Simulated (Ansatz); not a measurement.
Born–Oppenheimer molecular dynamics of GaH$_{7}$N$_{2}$O (11 atoms, charge 0, multiplicity 1). It starts at the highest image of a converged band, a first-order saddle point between two minima.

Theory: Ansatz, RKS revPBE-D4/def2-SVP.

```yaml
ensemble: NVE (velocity Verlet)
time_step: 0.5 fs
steps_asked: 200
starting_velocities_drawn_for: 300 K
seed: 7942
```

First frame:

```xyz
11
Properties=species:S:1:pos:R:3
Ga -0.012 0.334 -0.173
O 0.021 0.086 1.833
H -0.868 -0.069 2.213
N 1.569 0.144 -1.120
H 1.751 -0.807 -1.461
H 2.400 0.456 -0.605
N -1.709 0.065 -0.850
H -2.389 -0.447 -0.283
H -1.782 -0.239 -1.825
H 0.170 2.028 0.706
H 0.087 1.312 1.460
```

Question: How far do the bonds stretch over the last three quarters of this one trajectory? (Pairs bonded in most of those frames.)

Answer: 
```
   bond  mean (Å)  spread (Å)  shortest  longest
 Ga1–O2     1.845       0.101      1.69     1.99
 Ga1–N4     1.886       0.040      1.82     1.96
 Ga1–N7     1.842       0.033      1.78     1.90
  O2–H3     0.976       0.004      0.97     0.98
  N4–H5     1.031       0.008      1.01     1.04
  N4–H6     1.031       0.007      1.02     1.05
  N7–H8     1.025       0.005      1.01     1.04
  N7–H9     1.026       0.008      1.01     1.04
H10–H11     0.775       0.044      0.71     0.85
```

Mean temperature of the second half: 720 K. The conserved energy stayed within 0.2 meV per atom of its start (net change 0.13 meV per atom), so the integration is sound. The kinetic energy rose, since the run started high on the potential surface and went downhill. It ends in pieces (GaH5N2O + H2), so much of that is their flight and rotation, not heat. A run of 0.1 ps of so small a system gives no equilibrium averages. The orbitals stay closed-shell, which can raise the energy where a bond breaks towards radicals; this wasn't checked here.

Time of the run: 3.4 min on 4 threads of Arm Neoverse V2, on a shared host, peak memory 0.15 GiB.
